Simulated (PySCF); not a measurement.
Se(OH)2 (H2O2Se), SMILES O[Se]O.

Geometry: B3LYP-D3(BJ)/def2-TZVP. The values are those of a single conformer.

Computed with TDDFT-LC-ωPBE/def2-SVPD in PySCF 2.14.0.

Vertical excitations.  State labels are in the subgroup Cs.

| state | symmetry | energy (eV) | λ (nm) | f | main pairs |
|---|---|---|---|---|---|
| S1 | A" | 4.00 | 310 | 0.001 | HOMO→LUMO 82 %, HOMO→LUMO+4 18 % |
| S2 | A' | 4.67 | 266 | 0.004 | HOMO→LUMO+1 76 %, HOMO→LUMO+5 17 % |
| S3 | A' | 6.39 | 194 | 0.061 | HOMO→LUMO+2 85 % |
| S4 | A" | 7.19 | 172 | 0.000 | HOMO−1→LUMO+1 45 %, HOMO−2→LUMO 37 %, HOMO−1→LUMO+5 9 % |
| S5 | A' | 7.28 | 170 | 0.028 | HOMO−1→LUMO 62 %, HOMO−2→LUMO+1 19 % |
| S6 | A' | 7.65 | 162 | 0.054 | HOMO−2→LUMO+1 36 %, HOMO→LUMO+3 28 %, HOMO−1→LUMO 10 %, HOMO−2→LUMO+5 8 % |
| S7 | A' | 7.68 | 161 | 0.027 | HOMO→LUMO+3 39 %, HOMO−2→LUMO+1 22 %, HOMO→LUMO+5 11 %, HOMO−1→LUMO 10 % |
| S8 | A" | 7.80 | 159 | 0.003 | HOMO→LUMO+4 71 %, HOMO→LUMO 16 % |
| S9 | A' | 8.08 | 154 | 0.037 | HOMO→LUMO+5 56 %, HOMO→LUMO+3 25 % |
| S10 | A" | 8.49 | 146 | 0.199 | HOMO−2→LUMO 43 %, HOMO−1→LUMO+1 30 % |
| T1 | A" | 3.22 | 386 | 0 | HOMO→LUMO 77 %, HOMO→LUMO+4 21 % |
| T2 | A' | 3.53 | 352 | 0 | HOMO→LUMO+1 67 %, HOMO→LUMO+5 24 % |
| T3 | A' | 6.13 | 202 | 0 | HOMO→LUMO+2 82 % |
| T4 | A" | 6.23 | 199 | 0 | HOMO−2→LUMO 64 %, HOMO−2→LUMO+4 14 %, HOMO−1→LUMO+1 12 % |
Triplets are in the Tamm–Dancoff approximation, which puts them higher than full response would, so one can lie above its singlet here.
